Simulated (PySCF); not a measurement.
Constitutional and geometric isomers with formula C3H6Si. All species are isolated molecules in the gas phase. One relaxed conformer stands for each flexible species; it need not be the lowest. Strings in code marks are SMILES.

All values below come from B3LYP-D3(BJ)/def2-TZVP in PySCF 2.14.0. All candidates: neutral, multiplicity 1. B3LYP has the VWN-RPA correlation part, as in Gaussian. 

The dipole moment is 1.34 D and the LUMO comes out as -0.53 eV. The HOMO–LUMO gap comes out as 6.29 eV.

Identify which member has these values.
A) `C1=[SiH]CC1`
B) `[SiH3]C1C=C1`
C) `[SiH3]C1=CC1`
D) `C=C=C[SiH3]`

B, `[SiH3]C1C=C1`. The others give `C=C=C[SiH3]`: 0.51 D, -0.41 eV, 6.91 eV; `[SiH3]C1=CC1`: 0.55 D, -0.77 eV, 6.37 eV; `C1=[SiH]CC1`: 0.88 D, -0.99 eV, 4.74 eV
